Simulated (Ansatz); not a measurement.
`F[Si](F)([SiH3])[SiH3]`. The species carries charge 0 and has multiplicity 1. The geometry is a stationary point of PBE0-D4/def2-TZVP.

```xyz
11

F    -2.007    0.927   -0.333
Si   -0.569    0.275   -0.599
F    -0.388    0.232   -2.189
Si    1.069    1.704    0.294
Si   -0.596   -1.933    0.205
H     0.884    1.790    1.767
H     2.413    1.134    0.010
H     0.964    3.060   -0.304
H    -0.815   -1.909    1.675
H    -1.677   -2.715   -0.449
H     0.720   -2.565   -0.077
```

Problem. What is the dipole moment at PBE/def2-TZVPP? (Best estimate.)

Solution. Ansatz gave: 1.44 D, with components (0.94, -0.46, 0.99) D in this frame, pointing from negative to positive charge.

Problem. And with r2SCAN, B3LYP, ωB97M-V? (Estimate.)

Solution. Ansatz gave: r2SCAN 1.49 D, B3LYP 1.57 D, ωB97M-V 1.54 D.

Problem. Give the Mulliken charges with PBE, r2SCAN, ωB97M-V in def2-TZVPP. (Best estimate.)

Solution. Ansatz gave: 
```json
{"atom": "F1", "PBE": "-0.27", "r2SCAN": "-0.31", "ωB97M-V": "-0.30"}
{"atom": "Si2", "PBE": "0.66", "r2SCAN": "0.72", "ωB97M-V": "0.67"}
{"atom": "F3", "PBE": "-0.27", "r2SCAN": "-0.31", "ωB97M-V": "-0.30"}
{"atom": "Si4", "PBE": "0.03", "r2SCAN": "0.10", "ωB97M-V": "-0.02"}
{"atom": "Si5", "PBE": "0.03", "r2SCAN": "0.10", "ωB97M-V": "-0.02"}
{"atom": "H6", "PBE": "-0.03", "r2SCAN": "-0.05", "ωB97M-V": "-0.01"}
{"atom": "H7", "PBE": "-0.03", "r2SCAN": "-0.05", "ωB97M-V": "-0.01"}
{"atom": "H8", "PBE": "-0.03", "r2SCAN": "-0.05", "ωB97M-V": "0.00"}
{"atom": "H9", "PBE": "-0.03", "r2SCAN": "-0.05", "ωB97M-V": "-0.01"}
{"atom": "H10", "PBE": "-0.03", "r2SCAN": "-0.05", "ωB97M-V": "0.00"}
{"atom": "H11", "PBE": "-0.03", "r2SCAN": "-0.05", "ωB97M-V": "-0.01"}
```

B3LYP here is the variant with VWN-RPA as its local correlation; programs differ in this.
